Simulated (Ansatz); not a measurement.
Calculated with Ansatz (gas phase, PBE0-D4/def2-TZVP geometries, no zero-point term in ΔE). CCSD(T)/CBS adds triple-zeta CCSD(T) − MP2 to the extrapolated MP2 energy (def2 sets, frozen cores). This one scheme is used for every species. For Mg outer-core shells are correlated without core-valence functions, which leaves a few kJ/mol of doubt a bond. One conformer a species, not always the lowest.

Reaction (ligand exchange at a Mg–F bond): `[OH][Mg][F]` + `[SiH3]N[SiH3]` → `[OH][Mg][N]([SiH3])[SiH3]` + H–F

```tsv
species	CCSD(T)/def2-SVP energy (Eh)
`[OH][Mg][F]`	-374.81883
`[SiH3]N[SiH3]`	-636.64191
`[OH][Mg][N]([SiH3])[SiH3]`	-911.28544
H–F	-100.13914
```

Q: Work out ΔE.

A: ΔE = (-911.28544) + (-100.13914) − (-374.81883) − (-636.64191) = 0.03616 Eh = +94.9 kJ/mol. CCSD(T)/CBS gives +75.5 kJ/mol.

Largest T1 diagnostic among the species: 0.011.

The D4 term adds −8.5 kJ/mol with B3LYP and −4.9 kJ/mol with PBE0; it sums over pairs of atoms, weighted by their polarisabilities, and B3LYP, whose exchange is more repulsive, gets the larger term. From BLYP to BHLYP (50 % exact exchange), in def2-TZVPP and without D4, ΔE moves by −4.7 kJ/mol.

B3LYP here is the variant with VWN-RPA as its local correlation; programs differ in this.
